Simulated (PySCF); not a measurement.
# Threshold energies of MoBr in a plasma

PBE0 in PySCF with def2-TZVPPD on every atom (core potentials on Mo), for the lowest determinant that a PBE0 search found; no spin–orbit coupling.

```
species  state (unpaired electrons)  Re (Å)  ωe (cm⁻¹)  energy of the minimum from the neutral (eV)  De (eV)      dissociates to
   MoBr    sextet (σ ↑, π ↑↑, δ ↑↑)   2.434        268                                         0.00     3.36   Mo (4d5 5s1) + Br
  MoBr⁺    quintet (σ ↑, π ↑, δ ↑↑)   2.323        316                                         8.21     2.40      Mo⁺ (4d5) + Br
  MoBr⁻   septet (σ ↑↑, π ↑↑, δ ↑↑)   2.677        161                                        -1.21     1.11  Mo (4d5 5s1) + Br⁻
```

Q: Work out the lowest energy to break MoBr into atoms, from its vibrational ground state.

A: D0 = De − ωe/2 = 3.36 − 0.02 = 3.34 eV (PBE0/def2-TZVPPD).

Q: Work out the ionisation energy of the Mo atom at this level and the threshold of dissociative ionisation.

A: IE(Mo) = 8.21 + 2.40 − 3.36 = 7.25 eV, so Mo⁺ (4d5) + Br + e⁻ appears at D0 + IE(Mo) = 10.59 eV (PBE0/def2-TZVPPD). The measured IE(Mo) is 7.092 eV (NIST ASD).

Q: Work out the electron affinity of the Br atom and the threshold of dissociative attachment.

A: EA(Br) = 3.36 − 1.11 − (-1.21) = 3.46 eV, so Mo (4d5 5s1) + Br⁻ needs D0 − EA(Br) = -0.12 eV (negative: it is exothermic at zero electron energy) (PBE0/def2-TZVPPD). The measured EA(Br) is 3.364 eV.

Q: At which energy does ion-pair formation open?

A: Mo⁺ + Br⁻ lies at D0 + IE(Mo) − EA(Br) = 7.13 eV (PBE0/def2-TZVPPD).

These are thermodynamic thresholds; the onsets seen under electron impact lie higher where the geometry changes, and cross-sections peak well above them.

The metal atom is held in its measured ground configuration; semilocal functionals can put another filling of s and d lower by some tenths of an eV, and De to that atom would be smaller. These are scalar-relativistic numbers at best; spin–orbit coupling would shift them, the dissociation energy most. For an ion De counts to the pair picked by the measured ionisation energies or electron affinities, which need not be the lowest pair at this level. The highest Kohn–Sham level is positive in this anion. Much of that is self-interaction error, but it also means that the finite basis helps to hold the extra electron. The state is the lowest single determinant that the PBE0 search found; with open d or f shells the true ground state can be another one.
